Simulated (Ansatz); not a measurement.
C3H6AlBO at its PBE0-D4/def2-TZVP geometry, where that method's forces vanish. The species carries charge 0 and has multiplicity 1. The bonds changed during the relaxation, so this is another structure than the one it started from.

```
atom    x (Å)    y (Å)    z (Å)
  O1  -1.0533  -0.1685  -1.6962
  C2   0.0097  -0.1140  -0.9556
  B3   1.4906  -0.0306  -0.7462
  C4   1.4096  -0.2058   0.8294
  C5   0.1473   0.4457   0.3479
 Al6  -2.0836  -0.2943  -0.2203
  H7   2.2778   0.5765  -1.4013
  H8   2.0689   0.4096   1.4379
  H9   1.2831  -1.2030   1.2383
 H10  -0.2856   1.3747   0.7211
 H11  -2.3132  -1.7617   0.3008
 H12  -2.9513   0.9713   0.1441
```

Problem. For each bond, give half the difference of the two atoms' forces along it (eV/Å; positive pushes the atoms apart) under PBE-D4, r2SCAN-D4, B3LYP-D4, ωB97M-V in def2-TZVPP. (Best estimate.)

Solution. Computed: 
```csv
bond,length (Å),PBE-D4,r2SCAN-D4,B3LYP-D4,ωB97M-V
O1–C2,1.297,0.44,0.22,0.30,0.31
O1–Al6,1.804,0.35,0.06,0.13,0.10
C2–B3,1.498,-0.07,-0.04,-0.09,-0.05
C2–C5,1.425,0.29,0.16,0.01,-0.11
C2–Al6,2.226,0.27,0.08,0.30,0.24
B3–C4,1.587,0.13,0.12,0.20,0.16
B3–C5,1.797,0.24,0.17,0.32,0.22
B3–H7,1.191,0.01,-0.06,-0.20,-0.23
C4–C5,1.500,0.03,0.11,0.22,0.28
C4–H8,1.088,0.05,-0.08,-0.10,-0.10
C4–H9,1.085,0.09,-0.04,-0.07,-0.13
C5–H10,1.091,0.01,-0.08,-0.20,-0.17
Al6–H11,1.574,0.00,-0.02,-0.12,-0.14
Al6–H12,1.577,-0.01,-0.02,-0.13,-0.15
```

B3LYP here is the variant with VWN-RPA as its local correlation; programs differ in this.
